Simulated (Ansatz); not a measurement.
Input file for Ansatz (a program for electronic structure): R-RI-MP2/def2-QZVPP on CH3FOSn (SMILES C[O][Sn][F]), a point of a torsion scan. Elements past Kr take the def2 small-core potentials; no spin–orbit coupling. Files ending in .json are basis or fitting sets from the Basis Set Exchange. The run froze 12 orbitals, filled d shells among them.

Ansatz 0.2 input:
```yaml
crystal:
  periodic: [false, false, false]
  atoms:
    - {symbol: C, position_ang: [-0.94646629, -0.22239739, 0.25815299]}
    - {symbol: O, position_ang: [-0.45267232, 1.03523290, -0.14815365]}
    - {symbol: Sn, position_ang: [-0.09166616, 2.67589285, -1.22837508]}
    - {symbol: F, position_ang: [-1.11443681, 2.44923173, -3.04441296]}
    - {symbol: H, position_ang: [-0.62621921, -0.99849024, -0.43841640]}
    - {symbol: H, position_ang: [-2.03685539, -0.20900947, 0.28999993]}
    - {symbol: H, position_ang: [-0.56023529, -0.45147871, 1.25444219]}
basis:
  gaussian:
    orbitals: def2-QZVPP.json
    fitting: {mean_field: def2-universal-JKFIT, correlation: def2-QZVPP-RIFIT.json}
magnetization: {spin_polarized: false}
correlation: {method: mp2, electrons: outside_noble_gas}
scf: {lower_state_search: off}
```

**Question.** What total energy does the run end on?

**Answer.** -428.2346 hartree.

**Question.** How many basis functions does it have, and what does it roughly cost on one machine?

**Answer.** 343 functions; roughly 5 core-seconds.
